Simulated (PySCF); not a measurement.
An unknown shows these calculated signals:

$^{1}$H NMR (400 MHz, computed): δ 4.13 (m, 2H), 1.03 (m, 12H).

$^{13}$C{$^{1}$H} NMR (computed): δ 4.8 (CH2).

All values are calculated (PySCF 2.14.0 with density-fitted response routines): shielding tensors at PBE0/pcSseg-1 (GIAO), GFN2-xTB geometry. No relativistic terms, one conformer, no solvent, fast rotation and ring inversion assumed for equivalent nuclei.

Scale: $^{1}$H (σ = 31.72 ppm), $^{13}$C (σ = 186.93 ppm) against TMS (reference shieldings calculated alike).

Q: Which of these does the molecule contain: an N-methyl group, an NH or NH2 group, a nitrile, a Si–H bond?

A: 
- An N-methyl group: no.
- An NH or NH2 group: no.
- A nitrile: no.
- A Si–H bond: yes (δH 4.13 (m)).

The data belong to SMILES C1C[SiH]2CC[SiH]1CC2, C$_{6}$H$_{14}$Si$_{2}$; they needn't prove each group on their own.

Carbon signals by region: 1 below 50 ppm.

Shifts are as computed. Against solution values, carbons near 30 ppm lie about +3 ppm off and those near 130 ppm about +5 ppm. Of 1211 compounds with measured shifts, 218 miss one by over three times the rms of a fit or turn the order of signals round; such compounds aren't used in these exercises. Multiplicities follow the n + 1 count of equivalent neighbours, as no J values were calculated; m marks all less simple cases, F and P coupling included.
